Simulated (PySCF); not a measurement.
PySCF 2.14 output of an unrestricted PBE calculation on a single atom or ion in dyall-av2z (22s16p12d, 130 functions), with no relativity, point nucleus:

```
SCF conv_tol = 1e-09
number electrons alpha = 27  beta = 26
    J. P. Perdew, K. Burke, and M. Ernzerhof.,  Phys. Rev. Lett. 77, 3865 (1996)
    J. P. Perdew, K. Burke, and M. Ernzerhof.,  Phys. Rev. Lett. 78, 1396 (1997)
    J. P. Perdew, K. Burke, and M. Ernzerhof.,  Phys. Rev. Lett. 77, 3865 (1996)
    J. P. Perdew, K. Burke, and M. Ernzerhof.,  Phys. Rev. Lett. 78, 1396 (1997)
cycle= 1 E= -6920.02374835128  delta_E= -0.0293  |g|= 0.0484  |ddm|= 0.302
cycle= 2 E= -6920.02377868865  delta_E= -3.03e-05  |g|= 0.0576  |ddm|= 0.112
cycle= 3 E= -6920.0243515128  delta_E= -0.000573  |g|= 0.00492  |ddm|= 0.048
cycle= 4 E= -6920.02435645414  delta_E= -4.94e-06  |g|= 0.000794  |ddm|= 0.00748
cycle= 5 E= -6920.02435668469  delta_E= -2.31e-07  |g|= 6.23e-05  |ddm|= 0.00139
cycle= 6 E= -6920.02435668713  delta_E= -2.43e-09  |g|= 6.1e-06  |ddm|= 0.000152
cycle= 7 E= -6920.02435668716  delta_E= -2.91e-11  |g|= 3.91e-07  |ddm|= 1.64e-05
converged SCF energy = -6920.02435668716  <S^2> = 0.75143659  2S+1 = 2.0014361
```

The run itself started from symmetry-adapted Hartree-Fock orbitals and held the occupation by maximum overlap, on a logarithmic radial grid, so the iterations belong to that start.

Question: Which element, charge and spin multiplicity is this?

Answer: I (iodine, neutral), multiplicity 2; the state was [Kr] 4d10 5s2 5p5, 2P determinant.

A non-relativistic calculation at this Z misses sizeable relativistic shifts.
